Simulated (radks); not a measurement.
Q: These are the eigenvalues of the occupied orbitals of an atom or ion with whole-number occupations (eV). All-electron calculation, scalar-relativistic Kohn-Sham, r2SCAN, spin-polarised, spherical densities, finite nucleus; meta-GGA in the generalised Kohn-Sham scheme; Fermi nuclear charge, rms radius of each element as measured or else 0.836 A^(1/3) + 0.57 fm. Program: a radial shooting solver on a logarithmic mesh with Libxc functionals.

1s up: -43571.23
1s down: -43570.81
2s up: -7154.574
2s down: -7154.506
2p up: -6403.505
2p down: -6403.233
3s up: -1642.590
3s down: -1641.489
3p up: -1404.417
3p down: -1403.233
3d up: -1074.012
3d down: -1072.998
4s up: -412.7208
4s down: -409.7074
4p up: -333.7347
4p down: -330.7284
4d up: -220.8884
4d down: -217.6773
5s up: -130.8342
5s down: -124.1772
5p up: -107.8126
4f up: -99.3068

Which element is it, and in what charge state? The configuration may be excited. Open shells, if any, are filled with parallel spins first.

A: Z = 60, neodymium, charge +7: Nd7+ in [Kr] 4d10 4f2 5s2 5p3. The list shows which subshells hold electrons but not how many an open one holds; the 1s level, -1601.2 hartree, gives Z - s = 56.6 by -(Z - s)^2/2, which with screening and relativity narrows Z to a few neighbours, and the depths of the outer levels then fix element, charge and occupations together.
